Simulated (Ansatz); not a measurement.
Geometry optimisation, RKS CAM-B3LYP-D4/def2-SVP in Ansatz.

Input:

```yaml
crystal:
  periodic: [false, false, false]
  atoms:
    - { symbol: Sb, position_ang: [-0.7592, -1.038, -0.5291] }
    - { symbol: Te, position_ang: [0.1588, 1.5741, -1.0154] }
    - { symbol: H, position_ang: [-1.2488, -0.5815, 1.108] }
    - { symbol: H, position_ang: [0.8654, -1.55, -0.0745] }
    - { symbol: H, position_ang: [-0.72895, 1.58954, -2.49364] }
basis:
  gaussian: { orbitals: def2-SVP }
hamiltonian:
  xc: cam_b3lyp
  dispersion: d4
relax:
  f_tol: 0.015
  max_steps: 40
```

Launched with:

```bash
$ ansatz run input.yaml --threads 1 --pin off --max-ram 2048MiB --backend cpu --events-out ev --progress --plain --runs-dir out
```

**Question.** Where does it end, and by what steps?

**Answer.** The forces met the threshold. After 4 steps the energy has fallen by 0.101 eV; H3 moved furthest, 0.10 Å.

```tsv
step	energy less start (eV)	largest force component (eV/Å)	accepted
0	0.0000	0.884	yes
1	0.0635	1.285	no
2	-0.0993	0.097	yes
3	-0.1002	0.036	yes
4	-0.1005	0.002	yes
```

```xyz
5
Properties=species:S:1:pos:R:3
Sb -0.750 -0.998 -0.527
Te 0.131 1.583 -1.056
H -1.180 -0.648 1.093
H 0.793 -1.544 -0.024
H -0.707 1.602 -2.491
```

Run time: 26 s on 1 thread of Intel(R) Xeon(R) Platinum 8259CL CPU @ 2.50GHz (Skylake/Cascade Lake), with other jobs on the host, peak memory 0.18 GiB.
